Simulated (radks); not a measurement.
Results of a calculation; reference values are marked as such.
Excited configurations of the rhenium ion Re2+: one electron is placed in a higher orbital outside [Xe] 4f14 5d4. The ground configuration is [Xe] 4f14 5d5. Code: a radial shooting solver on a logarithmic mesh with Libxc functionals. Model: scalar-relativistic Kohn-Sham, PBE, spin-unpolarised, spherical densities, point nucleus. Excitation = E - E(ground); binding = E(ion) - E, where the ion is the core of charge +3; n* = 3/sqrt(2 binding) in atomic units, and the quantum defect is n - n*.

outer orbital  excitation (eV)  binding (eV)     n*  quantum defect  eigenvalue (eV)  <r> (bohr)
6s                       1.826        25.303  2.200           3.800          -21.294       2.648
6d                      16.334        10.795  3.368           2.632           -8.843       4.909
7s                      15.447        11.682  3.238           3.762           -9.999       5.430
7d                      20.573         6.555  4.322           2.678           -5.529       8.721
7f                      23.244         3.884  5.615           1.385           -3.289       14.21

The Delta-SCF ionisation energy is 27.129 eV (NIST Atomic Spectra Database: 27 eV, theoretical). Self-interaction in the functional shifts the binding energies and quantum defects, so they are the method's values and not measured ones. Spin polarisation and multiplet splitting are left out, so open shells lie too high by an amount that depends on their filling. Spin-orbit splitting is averaged out at the scalar-relativistic level.

Beside tabulated values, note that spin-unpolarised runs miss the spin-polarisation part of the exchange energy of open shells.
